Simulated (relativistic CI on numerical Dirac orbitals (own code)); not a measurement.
Hyperfine structure of Er⁵⁰⁺, mass number 167

Calculated at this level of theory: Dirac-Coulomb-Breit CI, separate exchange-only KLI orbitals for each configuration, a model potential for QED, unscaled Slater integrals (own radial code, finite nucleus).

CI space (outside the closed core [Ne]): 3s2 3p6, 3s2 3p5 3d, 3s 3p6 3d, 3s2 3p5 4s, 3s2 3p5 4p, 3s2 3p5 4d, 3p6 3d 4p, 3s 3p6 4s, 3p6 3d2, 3p5 3d3, 3p5 3d2 4s, 3p5 3d2 4p, 3p5 3d2 4d, 3p6 3d 4s, 3p5 3d 4s2, 3p5 3d 4s 4p, 3p5 3d 4s 4d. Double excitations out of closed p, d and f shells are left out; levels of such configurations are missing from the list, as are those of other unlisted configurations, and high levels can miss mixing partners.

Nuclear spin I = 7/2, μ = -0.5623 μN, Q = 3.57 b (tables of Stone and Pyykkö). The electronic factors are computed for point nuclear moments, without core polarisation or the Bohr-Weisskopf and QED corrections.

```
           Level   E (eV)  A (GHz)  B (GHz)
3s2 3p5 3d 3P°_1  221.876   -16.53      305
3s2 3p5 3d 3F°_3  226.570   -18.84     -905
3s2 3p5 3d 3D°_2  230.217   -18.84      -61
3s2 3p5 3d 3F°_4  272.435   -12.51     -851
3s2 3p5 3d 3D°_3  287.733   -10.95      394
3s2 3p5 3d 3F°_2  452.869    -59.3      251
3s2 3p5 3d 1P°_1  488.867    32.94     80.7
  3s 3p6 3d 3D_1  646.271    139.5     96.8
```

Levels with J = 0, under 50 % of one LS term, or S terms without an open s electron are left out. Small factors come from cancelling terms and can be off by tens of per cent or more.

At this charge energies of transitions that change n are usually good to better than 1 %, and those within a shell (Δn = 0) to a few per cent.

Task: Give the hyperfine levels of 3s2 3p5 3d 3F°_2 relative to its centre of gravity.

Result: With K = F(F + 1) − I(I + 1) − J(J + 1), E = AK/2 + B[¾K(K + 1) − I(I + 1)J(J + 1)]/[2I(2I − 1)J(2J − 1)]: F = 3/2: 668.3, F = 5/2: 407.9, F = 7/2: 106.1, F = 9/2: -174.2, F = 11/2: -352.2 GHz.

LS names give the leading component of a level, which can be under half, so a name can repeat, a term be missing and a line seem to break the LS rules.
